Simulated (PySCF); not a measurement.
Coordinates in bohr (charge 0 multiplicity 1):
```
B     0.0000    0.0000   -2.3062
S     0.0000    0.0000   -5.3414
I     0.0000    0.0000    1.5458
```

All numbers come from PySCF, PBE0, basis B def2-TZVP, S def2-TZVP, I def2-TZVP with ECP28 (scalar-relativistic core potentials, no spin–orbit coupling, density fitting).

This geometry of BSI is a stationary point at this level.

(1) What is the point group?

(2) Is it a minimum?

(3) Which band is strongest in the infrared?

(4) Give the ideal-gas entropy at 298.15 K and 1 bar by parts.

## Answers

(1) C∞v.

(2) Yes: all harmonic wavenumbers are real.

(3) 1350 cm⁻¹ (σ+), 364 km/mol.

(4) translation 172.9, rotation 78.0, vibration 17.9, spin 0.0; total 268.8 J/(mol K).

This need not be the most stable arrangement of these atoms.
